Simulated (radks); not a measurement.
Results of a calculation; reference values are marked as such.
Dy III, configuration [Xe] 4f9 5f1 (not the ground configuration).

Code: a radial shooting solver on a logarithmic mesh with Libxc functionals. Model: Dirac Kohn-Sham, PBEsol, spin-unpolarised, spherical densities, finite nucleus; open shells are shared between the two j in proportion to 2j + 1; Fermi nuclear charge, rms radius 5.2218 fm.

Energy parts (eV):
part                      energy
total                 -330939.80
kinetic                362929.84
electron-nucleus      -814412.49
Hartree                127602.88
exchange-correlation    -7060.03

Orbitals (lengths in bohr, moments of r in powers of bohr; r(max) is where P^2 peaks):
| orbital | occ. | eigenvalue (eV) | r(max) | <r^2> | <r^4> | small-component weight |
|---|---|---|---|---|---|---|
| 1s1/2 | 2 | -53595.70 | 0.01338 | 0.0006098 | 9.930e-07 | 6.07e-02 |
| 2s1/2 | 2 | -8943.657 | 0.07624 | 0.009467 | 0.0001555 | 1.35e-02 |
| 2p1/2 | 2 | -8508.920 | 0.05741 | 0.006849 | 0.00009563 | 1.35e-02 |
| 2p3/2 | 4 | -7709.264 | 0.06343 | 0.008075 | 0.0001280 | 1.25e-02 |
| 3s1/2 | 2 | -2012.346 | 0.2158 | 0.06283 | 0.005970 | 4.31e-03 |
| 3p1/2 | 2 | -1822.418 | 0.2031 | 0.05831 | 0.005389 | 4.25e-03 |
| 3p3/2 | 4 | -1656.398 | 0.2158 | 0.06527 | 0.006698 | 3.95e-03 |
| 3d3/2 | 4 | -1329.319 | 0.1708 | 0.05174 | 0.004775 | 3.84e-03 |
| 3d5/2 | 6 | -1293.057 | 0.1744 | 0.05367 | 0.005106 | 3.75e-03 |
| 4s1/2 | 2 | -419.8186 | 0.4944 | 0.3168 | 0.1461 | 1.38e-03 |
| 4p1/2 | 2 | -344.8497 | 0.4974 | 0.3318 | 0.1649 | 1.30e-03 |
| 4p3/2 | 4 | -307.5604 | 0.5244 | 0.3701 | 0.2052 | 1.19e-03 |
| 4d3/2 | 4 | -183.9357 | 0.5292 | 0.4204 | 0.2881 | 1.02e-03 |
| 4d5/2 | 6 | -177.1612 | 0.5380 | 0.4355 | 0.3092 | 9.92e-04 |
| 4f5/2 | 3.85714 | -29.9127 | 0.5315 | 0.8300 | 1.820 | 6.07e-04 |
| 4f7/2 | 5.14286 | -28.9654 | 0.5365 | 0.8567 | 1.954 | 5.94e-04 |
| 5s1/2 | 2 | -72.9239 | 1.148 | 1.826 | 4.908 | 2.95e-04 |
| 5p1/2 | 2 | -52.0173 | 1.246 | 2.271 | 7.850 | 2.38e-04 |
| 5p3/2 | 4 | -46.8362 | 1.324 | 2.569 | 10.05 | 2.12e-04 |
| 5d3/2 | 0 | -19.9580 | 1.736 | 5.251 | 47.16 | 1.05e-04 |
| 5d5/2 | 0 | -19.4822 | 1.771 | 5.466 | 51.08 | 1.01e-04 |
| 5f5/2 | 0.428571 | -6.2244 | 5.249 | 37.00 | 2029 | 1.31e-05 |
| 5f7/2 | 0.571429 | -6.2159 | 5.261 | 37.15 | 2043 | 1.32e-05 |
| 6s1/2 | 0 | -18.3062 | 2.845 | 11.31 | 186.6 | 5.54e-05 |
| 6p1/2 | 0 | -13.8422 | 3.368 | 16.13 | 378.8 | 3.91e-05 |
| 6p3/2 | 0 | -13.1440 | 3.624 | 17.86 | 459.5 | 3.54e-05 |

The highest occupied level is 5f7/2 at -6.216 eV. The configuration is held as typed, so some empty levels lie below it. Summed over all electrons, <r^2> = 71.34 bohr^2, which gives a Langevin (diamagnetic) susceptibility term of -56.5 x 10^-6 cm^3/mol. The density falls to 0.001 e/bohr^3 at r = 3.68 bohr.
